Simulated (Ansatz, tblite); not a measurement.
Spin states of the cluster Sn4Ge⁻, each relaxed with r2SCAN-D4/def2-SVPD in Ansatz. Electronic energies in the gas phase.

In the def2 sets Sn takes a core potential; there is no spin–orbit coupling. The xTB rows come from tblite. Correlated methods freeze 25 core orbitals; core or outer-core shells of Ge, Sn are correlated, in sets that lack core-valence functions. The structure comes from a short search, and lower isomers may exist.

Doublet geometry (C2v within 0.1 Å):

```
atom   x (Å)   y (Å)   z (Å)
 Ge1   1.255  -0.013   0.768
 Sn2   1.343   0.336  -1.841
 Sn3  -0.892   1.584  -0.272
 Sn4  -0.672  -1.567  -0.686
 Sn5  -1.034  -0.339   2.030
```

Quartet geometry (C4v within 0.1 Å):

Cartesian coordinates in Å:
```
Ge -1.125 -0.304 -0.859
Sn -0.530 1.973 0.604
Sn 1.325 0.859 -1.429
Sn -0.762 -0.707 1.859
Sn 1.092 -1.821 -0.175
```

⟨S²⟩: doublet 0.76 at PBE0-D4/def2-TZVPD (pure 0.75), quartet 3.76 at PBE0-D4/def2-TZVPD (pure 3.75).

Only these spin states were relaxed. The quartet has other bonds than the doublet, so the gap mixes isomer and spin.

Task: Estimate which spin state lies lowest at each of these levels, and by how much: GFN2-xTB; HF/def2-TZVPD; PBE-D4/def2-TZVPD; r2SCAN-D4/def2-TZVPD; r2SCANh-D4/def2-TZVPD; PBE0-D4/def2-TZVPD; r2SCAN0-D4/def2-TZVPD; MP2/def2-TZVPD.

Result: 
```tsv
level	quartet − doublet (kcal/mol)	lowest of these	remarks
GFN2-xTB	36.3	doublet	–
HF/def2-TZVPD	11.1	doublet	spin-contaminated (⟨S²⟩ 0.83) (doublet)
PBE-D4/def2-TZVPD	21.4	doublet	–
r2SCAN-D4/def2-TZVPD	20.1	doublet	–
r2SCANh-D4/def2-TZVPD	20.0	doublet	–
PBE0-D4/def2-TZVPD	21.3	doublet	–
r2SCAN0-D4/def2-TZVPD	20.0	doublet	–
MP2/def2-TZVPD	32.3	doublet	spin-contaminated (⟨S²⟩ 0.83) (doublet)
```

Change of the quartet − doublet gap on mixing in exact exchange, in kcal/mol: PBE to PBE0 (25 % exact exchange) -0.1; r2SCAN to r2SCANh (10 % exact exchange) 0.0; r2SCAN to r2SCAN0 (25 % exact exchange) -0.1. The xTB methods have no spin-polarisation term.
